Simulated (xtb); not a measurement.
C3H3ClF2, SMILES C=C(Cl)C(F)F. All values are semi-empirical tight-binding results from xtb (GFN2-xTB unless named), good for trends rather than for accurate numbers. Geometry optimised at GFN2-xTB. Other conformers were not sampled.

Optimised geometry:

Bond lengths (Å): C1–C2 1.321, C1–H7 1.076, C1–H8 1.075, C2–Cl3 1.725, C2–C4 1.510, C4–F5 1.353, C4–F6 1.356, C4–H9 1.101. Angles (°): C2–C1–H7 120.3, C2–C1–H8 121.8, H7–C1–H8 117.9, C1–C2–Cl3 123.1, C1–C2–C4 123.7, Cl3–C2–C4 113.2, C2–C4–F5 110.9, C2–C4–F6 110.7, C2–C4–H9 112.8, F5–C4–F6 106.0, F5–C4–H9 108.3, F6–C4–H9 107.8.
Charge 0, spin multiplicity 1.

Computed properties:
```yaml
orbital_gap: 4.56 eV
dipole_moment: 1.89 D
zero_point_energy: 33.5 kcal/mol
G − E(el) at 298.15 K (modified RRHO): 14.2 kcal/mol
static polarisability (D4 model): 53.5 bohr³
solvation energy, GFN2-xTB/ALPB(water): -2.5 kcal/mol
solvation energy, GFN2-xTB/ALPB(thf): -5.0 kcal/mol
```

Computed atomic charges and the Wiberg bond orders between heavy atoms:
charges (e) C1 -0.09, C2 0.08, Cl3 -0.13, C4 0.30, F5 -0.21, F6 -0.21, H7 0.10, H8 0.09, H9 0.08. Bond orders C1–C2 1.91, C2–Cl3 0.99, C2–C4 0.97, C4–F5 0.95, C4–F6 0.95.
